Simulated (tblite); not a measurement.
Compound: C5H10OP (charge +1).
Z-matrix (Å and degrees, GFN2-xTB geometry), rows numbered from 1:
```
C 
C   1  1.3234
C   2  1.4777  1  124.68
C   3  1.5418  2  120.90  1    33.35
P   4  1.7872  3   65.85  2  -110.98
C   5  1.8454  3  119.78  4    98.81
O   6  1.3951  5   99.27  3   -19.44
H   1  1.0800  2  122.76  3     1.35
H   1  1.0750  2  121.28  3  -178.10
H   2  1.0797  1  120.45  3   178.93
H   3  1.0866  2  115.13  1   178.20
H   4  1.0828  3  116.94  5   111.08
H   4  1.0836  3  116.00  5  -109.48
H   5  1.3733  3  118.45  4   -99.82
H   6  1.0990  5  110.30  3   100.11
H   6  1.1002  5  110.04  3  -138.59
H   7  0.9652  6  111.75  5   175.99
```

Computed with GFN2-xTB (tblite): harmonic, unscaled wavenumbers at the GFN2-xTB geometry, gas phase. Against measured fundamentals such values can be off by several per cent, at times by over 20. Modes of hydrogen on phosphorus can be 10 to 20 % off. One conformer, not necessarily the lowest.

Harmonic wavenumbers (cm⁻¹): 65.5, 84.6, 111.2, 146.4, 180.9, 225.6, 276.5, 342.0, 445.7, 543.8, 573.5, 651.5, 714.6, 745.4, 788.6, 815.3, 870.6, 901.7, 908.8, 974.0, 1004.1, 1016.2, 1019.4, 1047.4, 1083.4, 1115.8, 1128.9, 1136.8, 1258.6, 1271.9, 1280.7, 1349.4, 1392.1, 1411.3, 1676.9, 2418.3, 2852.2, 2877.0, 3009.9, 3038.4, 3063.4, 3075.2, 3094.1, 3151.3, 3511.4.

A = 5278, B = 1258, C = 1194 MHz; mass 117.047 u (most abundant isotopes); point group C1, symmetry number 1.

Task: Zero-point energy?

Result: Half the sum of the wavenumbers: 29325 cm⁻¹ = 83.84 kcal/mol.

Task: Entropy at 400 K, 1 bar (ideal gas, RRHO, classical rotation)?

Result: Translation 41.67, rotation 28.97, vibration 34.87: S = 105.5 cal/(mol K).

Task: And Cp and H(400 K) − H(0)?

Result: Cp = 44.65 cal/(mol K), of which vibrations give 36.70 (their classical limit is 45 R = 89.4); H(400 K) − H(0) = 10.53 kcal/mol without the zero-point energy, 7.35 from vibrations.

Task: Blend soft modes into free rotors: weight 1/[1 + (100 cm⁻¹/ν̃)⁴] for the oscillator and the rest for a rotor with moment μB/(μ + B), μ = h/(8π²ν), B = 10⁻⁴⁴ kg m². What vibrational entropy results?

Result: 32.66 cal/(mol K) in place of 34.87, which changes −T·S at 400 K by +0.89 kcal/mol.

Task: Which modes carry the vibrational entropy at 400 K?

Result: 65.5 cm⁻¹: 4.86; 84.6 cm⁻¹: 4.36; 111.2 cm⁻¹: 3.82; 146.4 cm⁻¹: 3.28; 180.9 cm⁻¹: 2.88; 225.6 cm⁻¹: 2.46 cal/(mol K); the other 39 give 13.21 together.

Task: How do the functions run with temperature in this model?

Result: 
```tsv
T (K)	S (cal/(mol K))	Cp (cal/(mol K))	H − H(0) (kcal/mol)	G − H(0) (kcal/mol)	ln q(vib)
50	56.4	12.6	0.48	-2.34	0.32
100	66.8	17.8	1.25	-5.44	1.35
298.15	93.8	35.4	6.44	-21.52	5.95
373.15	102.5	42.3	9.36	-28.88	7.68
500	116.3	52.2	15.39	-42.77	10.61
750	140.2	65.3	30.20	-74.92	16.21
1000	160.2	73.7	47.64	-112.54	21.41
```

q(vib) and H(0) count from the zero-point level.

Task: What must be added to the electronic energy to get the Gibbs energy at 400 K and 1 bar?

Result: ZPE + [H(400 K) − H(0)] − T·S = 83.84 + 10.53 − 42.21 = 52.16 kcal/mol.

Hindered rotation and anharmonicity are outside this model. Other conformers, if any are populated, would add a mixing term that is left out. The structure is chiral; the term R ln 2 for an equal mix with its mirror image is left out.
